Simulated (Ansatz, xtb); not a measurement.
Diatomic Be2+, multiplicity 2 (lowest of 2S+1 = 2, 4 at CCSD(T)/def2-TZVPP on PBE0 minima; our sources give no spin for the ground state, which may be another). The T1 diagnostic near the minimum is 0.075, so single-reference values are doubtful.

Constants: fifth-degree fit in 1/R to seven points, most abundant isotopes. Runs in def2 and cc sets follow the lowest solution found near the PBE0 minimum.

The values were computed with Ansatz (Gaussian basis) for Hartree–Fock, density functionals and correlated methods; xtb for the GFN methods. Each number belongs to the level named beside it. The GFN methods have no spin term and hold the electronic entropy of 300 K.

```csv
level,r_e (Å),ω_e (cm⁻¹),α_e (cm⁻¹),B_e (cm⁻¹)
GFN1-xTB,2.140,387,0.027,0.817
SVWN5/def2-TZVPP,2.207,546,0.011,0.768
PBE/def2-TZVPP,2.217,540,0.011,0.761
r2SCAN/def2-TZVPP,2.232,540,0.010,0.751
B97M-V/def2-TZVPP,2.247,511,0.010,0.741
B3LYP/def2-TZVPP,2.216,533,0.011,0.762
PBE0/def2-TZVPP,2.227,535,0.011,0.754
BHLYP/def2-TZVPP,2.232,523,0.011,0.751
CAM-B3LYP/def2-TZVPP,2.227,523,0.011,0.754
wB97X-V/def2-TZVPP,2.253,513,0.011,0.737
wB97M-V/def2-TZVPP,2.249,490,0.011,0.740
B2PLYP/def2-TZVPP,2.237,523,0.011,0.748
CCSD/aug-cc-pVTZ,2.247,513,0.010,0.741
CCSD/def2-TZVPP,2.275,507,0.0097,0.723
CCSD/aug-cc-pVQZ,2.239,517,0.010,0.746
CCSD/def2-QZVPP,2.235,517,0.010,0.749
CCSD(T)/aug-cc-pVTZ,2.243,516,0.010,0.743
CCSD(T)/def2-TZVPP,2.273,509,0.0097,0.724
CCSD(T)/aug-cc-pVQZ,2.235,520,0.010,0.749
CCSD(T)/def2-QZVPP,2.232,520,0.010,0.751
"CCSD(T)/CBS(aug-cc-pVTZ, aug-cc-pVQZ)",2.232,523,0.010,0.751
```

Correlated levels freeze the inner cores; with def2 sets outer-core shells near the valence are correlated too. CBS: X⁻³ extrapolation of the correlation energy, Hartree–Fock from the larger set.

Doubts at one or more of the structures used: a spin-contaminated determinant (CCSD/aug-cc-pVTZ, CCSD/def2-TZVPP, CCSD/aug-cc-pVQZ, CCSD/def2-QZVPP, CCSD(T)/aug-cc-pVTZ, CCSD(T)/def2-TZVPP, CCSD(T)/aug-cc-pVQZ, CCSD(T)/def2-QZVPP, CCSD(T)/CBS(aug-cc-pVTZ, aug-cc-pVQZ)); T1 above 0.05 (CCSD/aug-cc-pVTZ, CCSD/def2-TZVPP, CCSD/aug-cc-pVQZ, CCSD/def2-QZVPP, CCSD(T)/aug-cc-pVTZ, CCSD(T)/def2-TZVPP, CCSD(T)/aug-cc-pVQZ, CCSD(T)/def2-QZVPP, CCSD(T)/CBS(aug-cc-pVTZ, aug-cc-pVQZ)).

Ansatz is a first-principles code.
